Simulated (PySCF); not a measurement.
Precursor series Hf Cl-F. Gas-phase values, no solvent.

Method: PySCF 2.14.0 with TPSSh-D3(BJ)/def2-TZVP // r2SCAN-D4/def2-SVP. 

```csv
species,mean distance from the central atom to its bonded neighbours (Å),coordination number
0 of 4 Cl replaced by F ([Hf(Cl)4]),[?],4
1 of 4 Cl replaced by F,2.227,4
3 of 4 Cl replaced by F ([Hf(Cl)(F)3]),[?],4
4 of 4 Cl replaced by F ([Hf(F)4]),1.908,4
```

Q: What belongs in the gaps?

A: 
- 0 of 4 Cl replaced by F ([Hf(Cl)4]), mean distance from the central atom to its bonded neighbours (Å): 2.333
- 3 of 4 Cl replaced by F ([Hf(Cl)(F)3]), mean distance from the central atom to its bonded neighbours (Å): 2.014
